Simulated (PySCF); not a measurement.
Species: (ClZn-mu-OH)2 (singlet state).
Z-matrix (Å and degrees, PBE0-D3(BJ)/def2-SVP geometry), rows numbered from 1:
```
Zn
Cl  1  2.1205
O   1  1.9226  2  139.22
Zn  3  1.9229  1   98.35  2  -179.56
Cl  4  2.1199  3  139.11  1   178.91
O   4  1.9228  3   81.65  1    -0.89
H   3  0.9588  1  130.93  2    -2.07
H   6  0.9588  1  130.83  2     3.79
```

Level of theory: PySCF 2.14.0, density-fitted response routines, TDDFT B3LYP/def2-SVPD, vertical, gas phase, core orbitals frozen in the response.

| state | E (eV) | ν̃ (cm⁻¹) | f | main configurations (H = HOMO, L = LUMO) |
| --- | --- | --- | --- | --- |
| S1 | 5.40 | 43520 | 0.0000 | H→L (97%) |
| S2 | 5.57 | 44900 | 0.017 | H-2/H-1→L (≥96%) |
| S3 | 5.59 | 45120 | 0.043 | H-2/H-1→L (≥96%) |
| S4 | 5.65 | 45610 | 0.0000 | H-3→L (97%) |
| S5 | 6.36 | 51330 | 0.0000 | H-5→L (99%) |
| S6 | 6.72 | 54200 | 0.273 | H-4→L (89%) |
| S7 | 7.05 | 56830 | 0.0027 | H→L+3 (77%), H-2/H-1→L+4 (11%), H→L+1 (10%) |
| S8 | 7.07 | 57030 | 0.038 | H→L+1 (85%), H→L+3 (9%) |
| S9 | 7.15 | 57690 | 0.036 | H→L+2 (79%), H-3→L+3 (12%) |
| S10 | 7.15 | 57690 | 0.0001 | H-2/H-1→L+1 (≥41%), H-2/H-1→L+3 (≥22%), H-8→L (20%) |
| S11 | 7.16 | 57730 | 0.0084 | H-6→L (52%), H-2/H-1→L+3 (≥26%) |
| S12 | 7.16 | 57770 | 0.0000 | H-2/H-1→L+3 (≥46%), H-2/H-1→L+1 (≥18%), H→L+4 (18%) |
| S13 | 7.18 | 57910 | 0.083 | H-7→L (88%) |
| S14 | 7.20 | 58030 | 0.0003 | H-2/H-1→L+1 (≥91%) |

Triplets (Tamm–Dancoff): T1 5.22 eV, H→L (94%); T2 5.38 eV, H-2/H-1→L (≥93%); T3 5.38 eV, H-2/H-1→L (≥92%).

The lowest singlet comes at 230 nm (521 kJ/mol) in the ultraviolet; it is dark (f under 0.0005); its leading configuration is HOMO→LUMO (97%). The strongest level in the table is S6 at 6.72 eV (184 nm, f = 0.273). S9/S10/S11/S12 lie within about 0.01 eV of each other. For S1 the Löwdin share of zinc is at most 8% in HOMO and 50% in LUMO. The listed states span 1.80 eV, and the widest gap between neighbours is 0.71 eV (S4 to S5). Of the 14 states listed, 6 reach f = 0.01 and 6 stay under 0.0005. Weighted by f, the mean energy of these states is 6.73 eV. Orbitals of the list HOMO-3 to LUMO+2 that lie within 0.01 eV of each other are written together with a slash and their weights summed (≥ marks a lower bound); for degenerate orbitals outside that list single weights are arbitrary. Singlets were solved by full linear response, triplets in the Tamm–Dancoff approximation. The highest level found (7.27 eV, f 0.0000 so far) is left out, since the window may have cut off a degenerate partner.

The run took 2.4 min wall, 2.0 min CPU (grids of density and orbitals included) on Intel Xeon at 2.50 GHz, one thread, on a shared host, and the process peaked at 0.82 GiB of memory.
